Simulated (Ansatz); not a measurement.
Reaction (formal exchange of groups at the Si–Si bond): `CC[SiH](O)[SiH3]` + `O/C=C\F` → `O/C=C/[SiH3]` + `CC[SiH](O)F`

Calculated with Ansatz (gas phase, PBE0-D4/def2-TZVP geometries, no zero-point term in ΔE). CCSD(T)/CBS adds triple-zeta CCSD(T) − MP2 to the extrapolated MP2 energy (def2 sets, frozen cores). Double bonds are as drawn, so ΔE can hold a change between cis and trans. Functionals use def2-TZVPP. One conformer a species, not always the lowest.

```csv
level,ΔE (eV)
PBE-D4,-2.40
ωB97M-V,-2.72
SCS-MP2/def2-QZVPP,-2.88
CCSD/CBS(def2),-2.77
```

Problem. What does CCSD(T)/CBS give? (An estimate is asked.)

Solution. Ansatz gave: -2.75 eV. The listed levels differ from it by 0.35, 0.03, -0.13, -0.02 eV.

Largest T1 diagnostic among the species: 0.013.

From PBE to PBE0 (25 % exact exchange), in def2-TZVPP and without D4, ΔE moves by −0.12 eV.
